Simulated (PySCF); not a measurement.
# Correlation energy of Pr+ (praseodymium, charge +1)

[Xe] 4f2 5d1 6s1, one real determinant (an excited configuration). Computed with PySCF 2.14 in ANO-RCC-VTZP, with the spin-free X2C one-electron Hamiltonian (Gaussian nucleus). Frozen: [Kr] 4d10; 12 electrons correlated.

MP2 pair energies summed by pair of shells (mhartree):

```tsv
pair	energy	share (%)
5p-5p	-116.93	40.6
4f-5p	-49.41	17.2
5s-5p	-36.87	12.8
5p-5d	-28.63	9.9
5p-6s	-19.14	6.6
4f-5s	-10.81	3.8
5s-5s	-6.27	2.2
4f-4f	-4.46	1.5
4f-5d	-4.22	1.5
5s-5d	-3.95	1.4
5d-6s	-3.84	1.3
4f-6s	-2.28	0.8
5s-6s	-1.10	0.4
```

Total MP2 correlation energy: -287.91 mhartree.

Same-spin part -91.02 and opposite-spin part -196.89 mhartree; SCS-MP2 scales them by 1/3 and 6/5 to -266.60 mhartree.

The reference is one real determinant that mixes LS terms of this configuration.
